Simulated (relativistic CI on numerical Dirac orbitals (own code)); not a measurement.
## Energy levels of Kr VIII

Method of calculation: Dirac-Coulomb-Breit CI, separate exchange-only KLI orbitals for each configuration, a model potential for QED, valence Slater integrals scaled by 0.9, P86 correlation estimate, and configurations built on the next ion tied to the tabulated ionisation energy (semi-empirical) (own radial code, finite nucleus).

Configuration list (outside the closed core [Ar]): 3d10.4s, 3d10.4p, 3d10.4d, 3d10.5s, 3d10.4f, 3d10.5p, 3d9.4s2, 3d10.5d, 3d10.6s, 3d9.4p2, 3d8.4s.4p2, 3d10.6p, 3d10.5f, 3d10.5g, 3d10.6d, 3d9.4s.4p, 3d10.6f, 3d9.4p.4d, 3d8.4s.4d2, 3d9.4p.5s, 3d9.4s.4d, 3d9.4p.4f, 3d9.4d2, 3d8.4s2.4p. Levels of other configurations are missing.

The lowest level is 3d10.4s 2S_1/2, with 100 % of that term; Hund's rules for 3d10.4s give 2S with J = 1/2, in agreement.

| No. | Configuration | Term | J | E (eV) | % | Landé g | Lifetime (s) |
| --- | --- | --- | --- | --- | --- | --- | --- |
| 1 | 3d10.4s | 2S | 1/2 | 0.000 | 100 | 2.002 |  |
| 2 | 3d10.4p | 2P° | 1/2 | 18.771 | 100 | 0.665 | 2.29e-10 |
| 3 | 3d10.4p | 2P° | 3/2 | 19.947 | 100 | 1.334 | 1.90e-10 |
| 4 | 3d10.4d | 2D | 3/2 | 46.999 | 100 | 0.799 | 4.77e-11 |
| 5 | 3d10.4d | 2D | 5/2 | 47.158 | 100 | 1.200 | 5.11e-11 |
| 6 | 3d10.5s | 2S | 1/2 | 61.066 | 100 | 2.002 | 3.49e-11 |
| 7 | 3d10.5p | 2P° | 1/2 | 68.095 | 100 | 0.666 | 9.22e-11 |
| 8 | 3d10.5p | 2P° | 3/2 | 68.549 | 100 | 1.334 | 9.93e-11 |
| 9 | 3d10.4f | 2F° | 7/2 | 70.178 | 100 | 1.143 | 5.50e-11 |
| 10 | 3d10.4f | 2F° | 5/2 | 70.185 | 100 | 0.857 | 5.41e-11 |
| 11 | 3d10.5d | 2D | 3/2 | 79.777 | 100 | 0.799 | 1.71e-10 |
| 12 | 3d10.5d | 2D | 5/2 | 79.841 | 99 | 1.200 | 1.82e-10 |
| 13 | 3d9.4s2‡ | 2D | 5/2 | 81.795 | 97 | 1.199 | 1.14e-08 |
| 14 | 3d9.4s2‡ | 2D | 3/2 | 83.045 | 98 | 0.798 | 1.23e-08 |
| 15 | 3d10.6s | 2S | 1/2 | 86.015 | 100 | 2.002 | 4.41e-11 |
| 16 | 3d10.6p | 2P° | 1/2 | 89.507 | 100 | 0.666 | 1.05e-10 |
| 17 | 3d10.6p | 2P° | 3/2 | 89.735 | 100 | 1.334 | 1.13e-10 |
| 18 | 3d10.5f | 2F° | 7/2 | 90.116 | 100 | 1.143 | 2.07e-10 |
| 19 | 3d10.5f | 2F° | 5/2 | 90.121 | 100 | 0.857 | 2.03e-10 |
| 20 | 3d10.5g | 2G | 7/2 | 90.948 | 100 | 0.889 | 5.45e-11 |
| 21 | 3d10.5g | 2G | 9/2 | 90.949 | 100 | 1.111 | 5.45e-11 |
| 22 | 3d10.6d | 2D | 3/2 | 95.507 | 100 | 0.799 | 3.39e-10 |
| 23 | 3d10.6d | 2D | 5/2 | 95.543 | 100 | 1.200 | 3.47e-10 |
| 24 | 3d9.4s.4p‡ | 4P° | 5/2 | 96.198 | 92 | 1.578 | 1.76e-07 |
| 25 | 3d9.4s.4p‡ | 4P° | 3/2 | 97.077 | 82 | 1.620 | 6.06e-10 |
| 26 | 3d9.4s.4p‡ | 4F° | 5/2 | 97.135 | 62 | 0.998 | 1.23e-07 |
| 27 | 3d9.4s.4p‡ | 4F° | 7/2 | 97.169 | 77 | 1.243 | 4.14e-08 |
| 28 | 3d9.4s.4p‡ | 4F° | 9/2 | 97.671 | 100 | 1.333 | 3.74e-01 |
| 29 | 3d9.4s.4p‡ | 4F° | 3/2 | 97.755 | 92 | 0.485 | 1.56e-08 |
| 30 | 3d9.4s.4p‡ | 4P° | 1/2 | 97.864 | 91 | 2.464 | 6.56e-10 |
| 31 | 3d9.4s.4p‡ | 2F° | 5/2 | 98.568 | 64 | 0.971 | 4.52e-08 |
| 32 | 3d9.4s.4p‡ | 2D° | 3/2 | 98.829 | 53 | 1.044 | 9.52e-11 |
| 33 | 3d9.4s.4p‡ | 4D° | 7/2 | 98.879 | 81 | 1.376 | 2.96e-07 |
| 34 | 3d9.4s.4p‡ | 4D° | 5/2 | 99.076 | 47 | 1.263 | 3.69e-08 |
| 35 | 3d9.4s.4p‡ | 2P° | 3/2 | 99.306 | 63 | 1.242 | 2.71e-11 |
| 36 | 3d9.4s.4p‡ | 2P° | 1/2 | 99.357 | 93 | 0.752 | 1.82e-11 |
| 37 | 3d9.4s.4p‡ | 4D° | 1/2 | 99.550 | 93 | 0.118 | 3.33e-10 |
| 38 | 3d9.4s.4p‡ | 2F° | 7/2 | 99.683 | 70 | 1.189 | 8.09e-08 |
| 39 | 3d9.4s.4p‡ | 4D° | 3/2 | 100.011 | 49 | 1.071 | 2.71e-10 |
| 40 | 3d9.4s.4p‡ | 2D° | 5/2 | 100.312 | 63 | 1.243 | 2.18e-08 |
| 41 | 3d10.6f | 2F° | 7/2 | 101.046 | 99 | 1.143 | 4.44e-10 |
| 42 | 3d10.6f | 2F° | 5/2 | 101.053 | 100 | 0.857 | 4.43e-10 |
| 43 | 3d9.4s.4p‡ | 2P° | 3/2 | 104.213 | 95 | 1.316 | 2.11e-11 |
| 44 | 3d9.4s.4p‡ | 2F° | 7/2 | 104.247 | 97 | 1.143 | 8.25e-11 |
| 45 | 3d9.4s.4p‡ | 2D° | 5/2 | 104.985 | 59 | 1.064 | 7.80e-11 |
| 46 | 3d9.4s.4p‡ | 2P° | 1/2 | 105.322 | 98 | 0.660 | 2.45e-11 |
| 47 | 3d9.4s.4p‡ | 2F° | 5/2 | 105.668 | 59 | 0.993 | 7.96e-11 |
| 48 | 3d9.4s.4p‡ | 2D° | 3/2 | 106.337 | 94 | 0.814 | 7.36e-11 |
| 49 | 3d9.4p2‡ | 4D | 5/2 | 117.518 | 63 | 1.308 | 9.96e-11 |
| 50 | 3d9.4p2‡ | 4D | 7/2 | 117.835 | 87 | 1.399 | 9.48e-11 |
| 51 | 3d9.4p2‡ | 2S | 1/2 | 118.059 | 63 | 1.641 | 3.21e-11 |
| 52 | 3d9.4p2‡ | 4D | 3/2 | 118.118 | 68 | 1.145 | 9.59e-11 |
| 53 | 3d9.4p2‡ | 2G | 9/2 | 118.200 | 73 | 1.142 | 3.70e-10 |
| 54 | 3d9.4p2‡ | 2P | 3/2 | 118.260 | 71 | 1.282 | 7.74e-11 |
| 55 | 3d9.4p2‡ | 4D | 1/2 | 118.748 | 89 | 0.200 | 7.85e-11 |
| 56 | 3d9.4p2‡ | 2D | 5/2 | 118.835 | 47 | 1.125 | 1.67e-10 |
| 57 | 3d9.4p2‡ | 2F | 5/2 | 119.022 | 38 | 1.121 | 9.70e-11 |
| 58 | 3d9.4p2‡ | 2F | 7/2 | 119.122 | 37 | 1.112 | 1.46e-10 |
| 59 | 3d9.4p2‡ | 2G | 7/2 | 119.393 | 50 | 1.042 | 1.81e-10 |
| 60 | 3d9.4p2‡ | 2P | 1/2 | 119.393 | 67 | 0.934 | 6.61e-11 |
| 61 | 3d9.4p2‡ | 4F | 3/2 | 119.675 | 70 | 0.533 | 4.82e-11 |
| 62 | 3d9.4p2‡ | 4F | 9/2 | 119.783 | 85 | 1.301 | 9.40e-11 |
| 63 | 3d9.4p2‡ | 2D | 3/2 | 119.953 | 54 | 0.860 | 3.95e-11 |
| 64 | 3d9.4p2‡ | 4P | 5/2 | 120.080 | 44 | 1.300 | 8.74e-11 |
| 65 | 3d9.4p2‡ | 2F | 7/2 | 120.176 | 79 | 1.143 | 2.56e-10 |
| 66 | 3d9.4p2‡ | 2F | 5/2 | 120.177 | 34 | 1.122 | 1.09e-10 |
| 67 | 3d9.4p2‡ | 2D | 3/2 | 120.384 | 69 | 0.968 | 1.93e-11 |
| 68 | 3d9.4p2‡ | 2D | 5/2 | 121.020 | 79 | 1.159 | 1.47e-11 |
| 69 | 3d9.4p2‡ | 4P | 3/2 | 121.109 | 58 | 1.462 | 4.43e-11 |
| 70 | 3d9.4p2‡ | 2P | 1/2 | 121.312 | 76 | 1.043 | 1.90e-11 |

Energies count from the lowest computed level; ° marks odd parity; lifetimes are radiative, by E1, M1, E2, M2, E3 decay to levels of this space only. ‡ marks configurations that were not tied to measured data.

The mean weight of the leading LS term, summed over parents, in these 70 levels is 81 %, and that of the leading jj configuration (from the same eigenvectors) 78 %.

Configurations that consist of the next ion and one excited electron were tied to the tabulated ionisation energy; Rydberg ones are usually within 1,000 to 3,000 cm⁻¹ and the lowest ones within about 6,000 (9,000 in d shells), while levels on excited terms of the next ion carry the error of that term, and the other configurations can be misplaced by 10,000 cm⁻¹ or more. Rates follow the energies as ν³ (E1, M1) or ν⁵ (E2), so rates, branching and lifetimes can be off by large factors. 28 of the 69 excited levels that our extract of the measured tables holds in this range could be paired (the sources list more); they are missed by 2252 cm⁻¹ on average and 7706 at most, and levels without a partner can miss by more.

LS names give the leading component of a level, which can be under half, so a name can repeat, a term be missing and a line seem to break the LS rules.
